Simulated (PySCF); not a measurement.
Species: CH8AlNO.
Z-matrix (Å and degrees, PBE0-D3(BJ)/def2-SVP geometry), rows numbered from 1:
```
C 
O   1  1.3805
Al  2  1.7391  1  135.48
N   3  2.0454  2   92.19  1   174.28
H   1  1.1097  2  113.03  3   -54.52
H   1  1.1067  2  110.72  3  -173.93
H   1  1.1095  2  112.86  3    66.76
H   3  1.6058  2  117.12  1    69.66
H   3  1.6054  2  117.46  1   -81.74
H   4  1.0212  3  108.85  2   -57.51
H   4  1.0204  3  115.49  2  -179.42
H   4  1.0213  3  108.79  2    58.79
```

Computed, not measured: PBE0-D3(BJ)/def2-SVP geometry optimisation, gas phase (PySCF).

Take the most abundant isotopes and a rigid rotor. The values belong to one conformer with, in the numbering `[CH3:1][O:2][AlH2-:3][NH3+:4]`, C1–O2–Al3–N4 174°.

(1) Give the principal moments of inertia and the rotational constants in MHz.

(2) What kind of rotor is it?

(3) Is it planar, by Δ = Ic − Ia − Ib?

(4) Predict some low-J microwave lines.

## Answers

(1) Ia = 43.39, Ib = 168.64, Ic = 198.33 u·Å²; 505379 MHz·u·Å²/I gives A = 11648, B = 2997, C = 2548 MHz.

(2) A near-prolate asymmetric top; Ray's κ = -0.901.

(3) Not planar: Δ = Ic − Ia − Ib = -13.70 u·Å². For a rigid frame Δ = −2 Σ m c², so Σ m c² = 6.85 u·Å² lies off the ab plane: 6.81 from hydrogen and 0.04 from heavier atoms. The atom farthest from that plane is 1.40 Å away.

(4) The dipole components are |μa| = 3.21 D, |μb| = 3.54 D, |μc| = 0.09 D. The squared components, which scale the intensities, stand as 0.82 : 1.00 : 0.00 (a : b : c). Some of the stronger lines:

```csv
type,branch,"J(Ka,Kc)",MHz,lower level (cm⁻¹)
b,R,"2(0,2) ← 1(1,1)",2422,0.474
b,R,"5(1,4) ← 4(2,3)",4352,3.033
a,Q,"4(1,3) ← 4(1,4)",4483,2.069
b,Q,"5(1,4) ← 5(0,5)",12701,2.755
a,R,"3(1,3) ← 2(1,2)",15952,0.828
b,R,"2(1,2) ← 1(0,1)",19292,0.185
a,R,"4(0,4) ← 3(0,3)",22011,1.107
a,R,"4(1,3) ← 3(1,2)",23042,1.450
b,Q,"5(2,3) ← 5(1,4)",23921,3.179
b,Q,"3(2,1) ← 3(1,2)",25375,1.450
a,R,"5(0,5) ← 4(0,4)",27392,1.841
a,R,"5(2,4) ← 4(2,3)",27687,3.033
a,R,"5(1,4) ← 4(1,3)",28768,2.219
b,R,"2(2,0) ← 1(1,1)",37957,0.474
b,R,"3(2,2) ← 2(1,1)",42588,0.873
b,Q,"5(3,2) ← 5(2,3)",43950,3.976
b,R,"3(2,1) ← 2(1,2)",44018,0.828
b,R,"4(2,3) ← 3(1,2)",47457,1.450
b,R,"4(2,2) ← 3(1,3)",50402,1.361
b,R,"5(2,3) ← 4(1,4)",57172,2.069
b,Q,"5(4,2) ← 5(3,3)",62080,5.442
b,Q,"4(4,0) ← 4(3,1)",62094,4.516
b,R,"5(3,3) ← 4(2,2)",71958,3.042
b,R,"5(3,2) ← 4(2,3)",72223,3.033
b,Q,"5(5,0) ← 5(4,1)",79842,7.513
b,R,"4(4,0) ← 3(3,1)",84309,3.775
b,R,"5(4,2) ← 4(3,1)",89856,4.516
b,R,"5(5,1) ← 4(4,0)",107605,6.587
```

Not checked by PBE0-D3(BJ)/def2-SVP frequencies. These are rigid-rotor constants of the computed structure; measured ground-state constants (B0) also hold zero-point vibration. A rigid rotor knows nothing of internal rotation, which can split or shift real lines. Quadrupole hyperfine structure (14N, 27Al) is left out.

Time: 52 s wall; peak memory 0.41 GiB. Hardware: an Intel Xeon Platinum 8259CL at 2.50 GHz with one thread, shared host with 96 logical CPUs at a one-minute load of 41. This is the geometry optimisation.
